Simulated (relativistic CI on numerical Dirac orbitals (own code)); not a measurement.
**Crystal-field levels of Pt+, 5d9**

Calculated by Dirac-Coulomb-Breit CI, KLI orbitals optimised for each configuration, model QED (radiative potential, 1s self-energy scaled to tabulated hydrogen-like ionisation energies), valence Slater integrals scaled by 0.8, one configuration in a parametric crystal field (own radial code).

Field parameters in Wybourne normalisation: Oh B⁴₀ = 21Dq, B⁴₄ = √(5/14) B⁴₀. The field is a parameter set, without covalency.

S is read from ⟨S²⟩ = S(S + 1).

Site symmetry Oh; labels are those of the double group. Computed levels in cm⁻¹ above the lowest, in rising order:

```
Δ (size of 10Dq)  Lowest     No. 2     No. 3
            4050      Γ8   2800 Γ7  11002 Γ8
            7250      Γ8   5405 Γ7  13011 Γ8
           10500      Γ8   8259 Γ7  15468 Γ8
           13750      Γ8  11237 Γ7  18176 Γ8
           16950      Γ8  14246 Γ7  20993 Γ8
           20200      Γ8  17351 Γ7  23953 Γ8
           23400      Γ8  20441 Γ7  26932 Γ8
           26650      Γ8  23602 Γ7  30005 Γ8
           29900      Γ8  26780 Γ7  33112 Γ8
           33100      Γ8  29922 Γ7  36195 Γ8
           36350      Γ8  33122 Γ7  39346 Γ8
           39550      Γ8  36281 Γ7  42462 Γ8
```

Ground-state S against |10Dq| in cm⁻¹: 4050: 0.50, 7250: 0.50, 10500: 0.50, 13750: 0.50, 16950: 0.50, 20200: 0.50, 23400: 0.50, 26650: 0.50, 29900: 0.50, 33100: 0.50, 36350: 0.50, 39550: 0.50.

No abrupt spin change occurs in this range.
